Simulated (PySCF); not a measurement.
**Calculated NMR data**

[PySCF: GIAO PBE0/pcSseg-1 shieldings; geometry from GFN2-xTB; gas phase; relativity neglected; one computed conformer; fast rotation and ring inversion assumed for equivalent nuclei]

References, each an isolated molecule treated in the same way: $^{1}$H (31.72 ppm) and $^{13}$C (186.93 ppm) vs TMS. Splittings of carbon signals by F and P are missing where no couplings were computed. Where no couplings were computed, multiplicities follow the n + 1 count of equivalent neighbours, and m marks all less simple cases (inequivalent or close neighbours, rings, F or P nearby). Shifts are as computed. Against solution values, carbons near 30 ppm lie about +3 ppm off and those near 130 ppm about +5 ppm. Of 1211 compounds with measured shifts, 218 miss one by over three times the rms of a fit or turn the order of signals round; such compounds aren't used in these exercises.

Compound 1 (C$_{6}$H$_{6}$N$_{4}$). $^{1}$H NMR (400 MHz, computed): δ 2.89 (s, 3H), 2.57 (s, 3H). $^{13}$C{$^{1}$H} NMR (computed): δ 162.6, 141.5, 139.3, 120.3, 23.0, 16.8. Structure: `Cc1nnnc(C#N)c1C`.

Compound 2 (C$_{6}$H$_{13}$NOSi). $^{1}$H NMR (400 MHz, computed): δ 7.45 (d, 1H), 4.56 (m, 1H), 4.52 (m, 1H), 4.05 (m, 1H), 4.01 (m, 1H), 3.55 (m, 1H), 3.52 (s, 3H), 3.40 (m, 1H), 2.63 (m, 1H), 1.18 (m, 1H), 0.55 (m, 1H). $^{13}$C{$^{1}$H} NMR (computed): δ 164.9, 74.2, 71.2, 51.4, 36.3, 11.2. Structure: `C(=N\C)/[C@@H]1COCC[SiH2]1`.

Compound 3 (C$_{6}$H$_{4}$F$_{2}$). $^{1}$H NMR (400 MHz, computed): δ 7.34 (m, 4H). $^{13}$C{$^{1}$H} NMR (computed): δ 168.3, 122.6. Structure: SMILES Fc1ccc(F)cc1.
